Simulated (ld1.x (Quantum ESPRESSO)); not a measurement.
# Building the TM potential for As (Z = 33) (PBE, fully relativistic).

arsenic (As), norm-conserving Troullier–Martins (Kleinman–Bylander form), made with ld1.x (Quantum ESPRESSO) 7.5 (PBE, fully relativistic). Core [Ar] 3d10, reference 4s2 4p3. Waves: 4s (bound): rc 1.15 bohr; 4p (bound): rc 1.50 bohr; 4d channel at 0.15 Ry: rc 1.50 bohr. Local part: the d channel. Core correction: a·sin(br)/r model core inside 1.15 bohr.

Open shells are filled in proportion to 2j + 1 (rel_dist='average').

* Cutoffs needed: 70 Ry and 260 Ry (the cutoffs (Ry, on a coarse ladder) from which the occupation-weighted sum of valence levels, in a spherical-Bessel basis at the reference potential, stays within 10 and 1 mRy of its value at 400 Ry)
* Ghost test: ghost states, extra bound levels that the all-electron valence spectrum of the same l lacks: p3/2 at -478.4 eV, p1/2 at -451.7 eV; a true bound ghost makes a file unfit for plane-wave use (spherical-Bessel basis up to 400 Ry, 20 bohr box)
* Largest excitation error: -53 meV (all-electron minus pseudo) for 4s2 4p0, out of 7 test configurations
